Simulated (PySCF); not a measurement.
H7NSi2. Atoms are numbered in the order given.

```xyz
10

Si     0.0019    -0.1350     1.5809
N     -0.0177     0.6240     0.0000
Si     0.0019    -0.1350    -1.5809
H     -0.9224     0.5963     2.5195
H     -0.4625    -1.5520     1.3989
H      1.3651    -0.1591     2.2298
H      0.1116     1.6416     0.0000
H      1.3651    -0.1591    -2.2298
H     -0.9224     0.5963    -2.5195
H     -0.4625    -1.5520    -1.3989
```

Coordinates come from a PBE-D3(BJ)/def2-SVP optimisation.

These are PBE-D3(BJ)/def2-SVP in PySCF values and carry that method's errors.

Frequencies are harmonic and unscaled.

Task: List the normal modes with their intensities. (Estimate from the structure and the level; the computed values follow.)

Result: 
```tsv
mode	ν (cm⁻¹)	IR (km/mol)	moving atoms (share of kinetic energy)
1	51	0.2	H 63 %, N 31 %
2	79	0.0	H 99 %
3	205	1.0	Si 44 %, H 29 %, N 26 %
4	363	62.0	H 88 %, N 10 %
5	588	3.2	Si 48 %, H 36 %, N 16 %
6	620	0.2	H 89 %, Si 10 %
7	681	1.9	H 90 %, Si 10 %
8	687	107.8	H 78 %, N 15 %
9	799	81.1	H 56 %, N 32 %, Si 13 %
10	880	67.8	H 95 %
11	890	110.2	H 95 %
12	901	450.6	H 68 %, Si 20 %, N 13 %
13	927	99.2	H 74 %, N 18 %
14	933	104.8	H 96 %
15	956	62.3	H 80 %, N 18 %
16	980	26.9	H 90 %, Si 10 %
17	1163	142.6	H 67 %, N 30 %
18	2127	83.9	H 97 %
19	2133	264.8	H 96 %
20	2150	153.4	H 97 %
21	2156	57.7	H 97 %
22	2178	4.1	H 96 %
23	2186	156.4	H 97 %
24	3496	31.3	H 93 %
```
